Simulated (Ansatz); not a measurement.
`OB(F)Br` and `FBBr` differ in one atom or group.

Ansatz, PBE0-D4/def2-TZVP geometries, multiplicity 1. Each molecule was computed in one conformer, which needn't be the lowest.

Scalar relativity is left out up to krypton.

```csv
property,`OB(F)Br`
HOMO–LUMO gap (ωB97M-V/def2-TZVPP) / eV,12.89
LUMO energy (PBE0/def2-TZVPP) / eV,0.24
HOMO energy (B3LYP/def2-TZVPP) / eV,-8.54
LUMO energy (B3LYP/def2-TZVPP) / eV,-0.01
"ideal-gas entropy at 298 K and 1 bar (rigid rotor, harmonic PBE0-D4/def2-TZVP) / J/(mol·K)",296
HOMO energy (ωB97M-V/def2-TZVPP) / eV,-11.08
```

What does the change do to each property? (Estimate.)

Ansatz gave: 
```tsv
property	`FBBr`	shift
HOMO–LUMO gap (ωB97M-V/def2-TZVPP) / eV	11.79	-1.10
LUMO energy (PBE0/def2-TZVPP) / eV	-1.27	-1.51
HOMO energy (B3LYP/def2-TZVPP) / eV	-8.51	0.03
LUMO energy (B3LYP/def2-TZVPP) / eV	-1.50	-1.49
ideal-gas entropy at 298 K and 1 bar (rigid rotor, harmonic PBE0-D4/def2-TZVP) / J/(mol·K)	274	-22
HOMO energy (ωB97M-V/def2-TZVPP) / eV	-11.02	0.06
```

The zero-point energy changes by -18.2 kJ/mol with -3 modes.

B3LYP here is the variant with VWN-RPA as its local correlation; programs differ in this.

Spin–orbit coupling is left out; it splits and shifts lone-pair levels of the heavy atoms by tenths of an eV.
